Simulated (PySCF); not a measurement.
CH₅FO₂Si₂, SMILES F[Si@H]1OC[SiH2]O1. Heavy atoms are numbered as in [F:1][Si@H:2]1[O:3][CH2:4][SiH2:5][O:6]1. Hydrogens are named by the atom that carries them.

The structure is a stationary point at B3LYP-D3(BJ)/def2-SVP. The structure was generated by enumeration; whether it is a known compound was not checked. Other conformers were not sampled.

The numbers are results of PySCF with CAM-B3LYP/def2-TZVP, not measurements.

ESP charges are fitted to the potential on shells at 1.4 to 2.0 van der Waals radii. Atomic charges (e), one atom of each kind:

```
atom        ESP fit  Mulliken    IAO
----------  -------  --------  -----
F1            -0.28     -0.31  -0.54
Si2 (SiH)      0.80      0.75   1.56
O3            -0.39     -0.37  -0.66
C4 (CH2)      -0.13     -0.18  -0.34
Si5 (SiH2)     0.50      0.43   1.02
O6            -0.44     -0.44  -0.89
H on Si2      -0.08     -0.05  -0.16
H on C4        0.10      0.12   0.15
H on Si5      -0.09     -0.04  -0.15
```

Computed Mayer and Wiberg (Löwdin basis) orders of the bonds:
```tsv
bond	Mayer	Wiberg
F1–Si2	1.12	1.71
Si2–O3	1.17	1.53
O3–C4	0.93	1.43
C4–Si5	0.96	1.08
Si2–O6	1.14	1.52
Si5–O6	1.08	1.47
```
